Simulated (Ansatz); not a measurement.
AlGaH8Si2, SMILES `[AlH2][SiH2][SiH2][GaH2]`, relaxed with RKS PBE0-D4/def2-TZVP in the Gaussian-basis code of Ansatz from a GFN2-xTB geometry. The force threshold is 0.005 eV/Å; the program also tests the step.

Charge 0, multiplicity 1.

Start:

```xyz
12

Al    0.545    1.200   -2.919
Si    0.441   -0.168   -0.915
Si   -0.954    0.263    0.962
Ga   -0.203   -1.134    2.767
H     1.779    1.358   -3.871
H    -0.626    2.074   -3.468
H     1.792   -0.277   -0.275
H     0.174   -1.604   -1.220
H    -2.384    0.043    0.653
H    -0.891    1.693    1.344
H    -0.474   -2.718    2.966
H     0.800   -0.731    3.975
```

Q: How much energy does the relaxation release, and in how many steps? (Best estimate.)

A: Ansatz gave: 0.28 eV, in 40 steps, 5 of them rejected.

Q: Which bonds change most? (Estimate.)

A: Computed: Ga4–H12 from 1.621 to 1.572 Å; Ga4–H11 from 1.620 to 1.572 Å; Al1–H6 from 1.561 to 1.588 Å; Si2–Si3 from 2.378 to 2.355 Å.

Q: Give the relaxed structure. (Best estimate.)

A: The calculation gave: 
```xyz
12

Al    0.302    1.130   -2.745
Si    0.657   -0.410   -0.889
Si   -0.654    0.391    0.896
Ga   -0.302   -1.112    2.729
H     1.219    2.418   -2.896
H    -0.920    0.911   -3.734
H     2.070   -0.470   -0.411
H     0.219   -1.809   -1.169
H    -2.072    0.444    0.432
H    -0.225    1.791    1.185
H    -1.190   -2.401    2.880
H     0.895   -0.884    3.722
```
